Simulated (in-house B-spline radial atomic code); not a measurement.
Atomic self-consistent-field run: Fe (an excited or competing configuration). Method: Dirac-Hartree-Fock, average of configuration, Fermi nucleus of rms radius 3.7377 fm. Calculated with an all-electron radial atomic-structure program (B-spline basis).

Command:
```bash
python run_scf.py task.json out
```
Settings (nuclear radius in fm, mass in u):
```
Z                26
configuration    [Ne] 3s2 3p5 3d6 4s2 7g1
hamiltonian      dirac
method           hf
spin_polarised   False
nucleus          fermi
rms_radius       3.7377
atomic_mass      55.93494
speed_of_light   137.035999084
```

Output (hartree, bohr):
```
 radial grid: 95 intervals, B-splines of order 8, outer radius 245.7 bohr

 iter        energy (Eh)    residual
    1      -1251.4600712    4.42e-01
    2      -1262.5197872    4.35e-01
    3      -1268.1683368    1.37e-01
    4      -1268.7616154    6.03e-02
    5      -1268.8237809    1.68e-02
    6      -1268.8351709    7.06e-03
    7      -1268.8366221    1.76e-03
    8      -1268.8367285    3.34e-04
    9      -1268.8367314    1.84e-05
   10      -1268.8367314    1.98e-06
   11      -1268.8367314    1.79e-07

 total energy                    -1268.836731
 kinetic                           1287.33589
 electron-nucleus                 -3025.72313
 electron-electron                  469.55051

 first-order corrections (not in the total)
   Gaunt                            0.51044
   retardation                     -0.04477
   frequency dependence            -0.00121
   self-energy                      0.34097
   Uehling                         -0.02883
   Wichmann-Kroll                   0.00018
   recoil                           0.00961

 orbital      occ     eigenvalue          <r>       <r^2>       <1/r>     <1/r^3>       r_max    small
 1s1/2      2.000     -264.58805    0.0584111  0.00458885     25.9855           -     0.03828  8.75e-03
 2s1/2      2.000      -33.14944      0.26501   0.0829397      5.6173           -      0.2216  1.63e-03
 2p1/2      2.000      -28.52484     0.233092   0.0668433     5.52765           -      0.1782  1.59e-03
 2p3/2      4.000      -28.05792     0.236058   0.0684247     5.43121     468.374      0.1807  1.57e-03
 3s1/2      2.000       -4.79910     0.802069    0.740022     1.75545           -      0.6973  3.48e-04
 3p1/2      1.667       -3.41167     0.840728    0.829753     1.63174           -      0.7072  3.11e-04
 3p3/2      3.333       -3.35040     0.848922    0.845886     1.61123     58.3072      0.7139  3.06e-04
 3d3/2      2.400       -1.15329     0.995816      1.2523     1.30352     5.58783       0.701  2.12e-04
 3d5/2      3.600       -1.14688     0.999615     1.26188     1.29838     5.49674      0.7034  2.11e-04
 4s1/2      2.000       -0.58534      2.65795     8.05371    0.482089           -       2.247  3.69e-05
 7g7/2      0.444       -0.01020      63.4985     4556.81   0.0204093 3.24115e-05       70.51  2.72e-07
 7g9/2      0.556       -0.01020      63.4985     4556.82   0.0204093 3.24114e-05       70.51  2.72e-07
```

Time taken, with all properties: 9.4 s on 1 thread of Arm Neoverse V2, on a shared host.

For the Dirac Hamiltonian the kinetic term is c α·p + (β - 1)c².
